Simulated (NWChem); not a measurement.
Molecule: Si₃H₆ClF; SMILES F[SiH2][Si@@H]([SiH3])Cl

```xyz
11

F     -0.3817     2.8424     0.1172
Si     0.7477     1.7351    -0.2517
Si     0.0527    -0.3687     0.5459
Si    -2.0694    -1.0745    -0.1890
Cl     1.5138    -1.7321    -0.1288
H      0.9064     1.6925    -1.7296
H      2.0329     2.1356     0.3806
H      0.1024    -0.3982     2.0352
H     -2.3348    -2.4616     0.2764
H     -3.1027    -0.1613     0.3726
H     -2.1379    -1.0302    -1.6737
```
Atoms are numbered in this order, from 1.

All runs: NWChem. All runs use the structure optimised with B3LYP/6-31G* (spherical d).

Q: Taking PBE/def2-TZVPP as the yardstick, which of these has the fewest basis functions while keeping “highest occupied level (eV)” within 0.05 eV of it: PBE/def2-TZVPD; PBE/def2-TZVP; PBE/def2-SVP; PBE/def2-SVPD; PBE/STO-3G?

A: PBE/def2-TZVP.
```
level           basis functions  highest occupied level (eV)
--------------  ---------------  ---------------------------
PBE/STO-3G                   47                        -3.30
PBE/def2-SVP                116                        -6.72
PBE/def2-SVPD               170                        -6.91
PBE/def2-TZVP               215                        -6.83
PBE/def2-TZVPD              269                        -6.87
PBE/def2-TZVPP              283                        -6.83
```

The yardstick is one finite set, not the basis-set limit.
